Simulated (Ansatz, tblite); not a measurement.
Cost and result up the ladder for Pd2H3 (the lowest doublet isomer of a short search) (5 atoms). Charge 0, multiplicity 2. Geometry: PBE0-D4/def2-TZVP.

```xyz
5

Pd   -0.279   -0.142   -0.084
Pd    0.876    1.569    1.448
H     0.105   -1.520   -0.990
H    -0.686    1.004    1.195
H    -0.016   -0.911   -1.569
```

Ansatz on 4 threads of Intel Xeon 6975P-C on a shared host; xTB runs through tblite on one thread. Times are rough, summed over both states, and most runs start from the orbitals of an earlier one. CCSD(T)/def2-TZVP serves as the yardstick here, not as an exact answer. The other state is a quartet at its own geometry.

In the def2 sets Pd takes a core potential; there is no spin–orbit coupling. The xTB rows come from tblite. B3LYP takes the VWN-RPA correlation. Correlated methods freeze no core orbitals; core or outer-core shells of Pd are correlated, in sets that lack core-valence functions. HOMO above LUMO, or a gap near zero within one spin, warns that the state may not be the lowest or that an electron is smeared out. In the doublet, H3 and H5 lie 0.85 Å apart (atoms count from 1), so H2 has formed as a molecule. In the quartet, H3 and H5 lie 0.81 Å apart (atoms count from 1), so H2 has formed as a molecule. The structure comes from a short search, and lower isomers may exist.

Correlated methods converge slowly with the basis.

xTB has no spin-polarisation term.

```json
{"level": "GFN2-xTB", "functions": "21", "wall time": "0.006 s"}
{"level": "GFN1-xTB", "functions": "24", "wall time": "0.007 s"}
{"level": "HF/def2-TZVP", "functions": "98", "wall time": "1.8 s"}
{"level": "PBE-D4/def2-TZVP", "functions": "98", "wall time": "3.1 s"}
{"level": "RPA@PBE/def2-TZVP", "functions": "98", "wall time": "3.6 s"}
{"level": "PBE-QIDH/def2-TZVP", "functions": "98", "wall time": "4 s"}
{"level": "B3LYP-D4/def2-TZVP", "functions": "98", "wall time": "4.4 s"}
{"level": "r2SCAN-D4/def2-TZVP (with forces)", "functions": "98", "wall time": "6.7 s"}
{"level": "r2SCAN0-D4/def2-TZVP", "functions": "98", "wall time": "7.7 s"}
{"level": "PBE0-D4/def2-TZVP", "functions": "98", "wall time": "8.6 s"}
{"level": "ωB97M-V/def2-TZVP", "functions": "98", "wall time": "19 s"}
{"level": "CCSD(T)/def2-TZVP", "functions": "98", "wall time": "58 s"}
```

Q: Estimate what each level gives for the quartet − doublet (eV).

A: 
```tsv
level	quartet − doublet (eV)	difference from CCSD(T)/def2-TZVP (eV)	remarks
GFN2-xTB	2.90	0.91	–
GFN1-xTB	4.69	2.70	–
HF/def2-TZVP	0.38	-1.60	–
PBE-D4/def2-TZVP	2.26	0.27	gap within one spin near zero (doublet), gap within one spin near zero (quartet)
RPA@PBE/def2-TZVP	1.82	-0.16	–
PBE-QIDH/def2-TZVP	2.08	0.09	–
B3LYP-D4/def2-TZVP	2.00	0.01	–
r2SCAN-D4/def2-TZVP (with forces)	2.13	0.15	–
r2SCAN0-D4/def2-TZVP	1.86	-0.13	–
PBE0-D4/def2-TZVP	1.98	0.00	–
ωB97M-V/def2-TZVP	2.09	0.11	–
CCSD(T)/def2-TZVP	1.99	0.00	–
```
